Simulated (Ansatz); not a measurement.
`[SiH3][CH2][InH2]` + HBr → `[Br][InH2]` + `C[SiH3]`  (ligand exchange at the In–C bond)

Calculated with Ansatz (gas phase, PBE0-D4/def2-TZVP geometries, no zero-point term in ΔE). CCSD(T)/CBS adds triple-zeta CCSD(T) − MP2 to the extrapolated MP2 energy (def2 sets, frozen cores). This one scheme is used for every species. DFT in def2-TZVPP. Elements past krypton have def2 core potentials. For Br, In outer-core shells are correlated without core-valence functions, which leaves a few kJ/mol of doubt a bond. Scalar relativity is left out up to krypton.

```tsv
level	ΔE (kcal/mol)
BLYP-D4	-38.3
r2SCAN0-D4	-40.2
ωB97X-V	-39.0
ωB97M-V	-38.6
B2PLYP	-39.5
MP2/def2-SVP	-39.1
HF/def2-TZVPP	-45.4
MP2/CBS(def2)	-37.6
```

**Question.** What does CCSD(T)/CBS give? (An estimate is asked.)

**Answer.** Ansatz gave: -37.6 kcal/mol. The listed levels differ from it by -0.7, -2.6, -1.4, -1.0, -1.9, -1.5, -7.8, 0.0 kcal/mol.

Largest T1 diagnostic among the species: 0.013.

From BLYP to BHLYP (50 % exact exchange), in def2-TZVPP and without D4, ΔE moves by −2.3 kcal/mol. In def2-TZVPP, CCSD(T) changes the Hartree–Fock value by +8.9 kcal/mol (the triples alone add +0.9 kcal/mol) and MP2 by +8.9 kcal/mol.
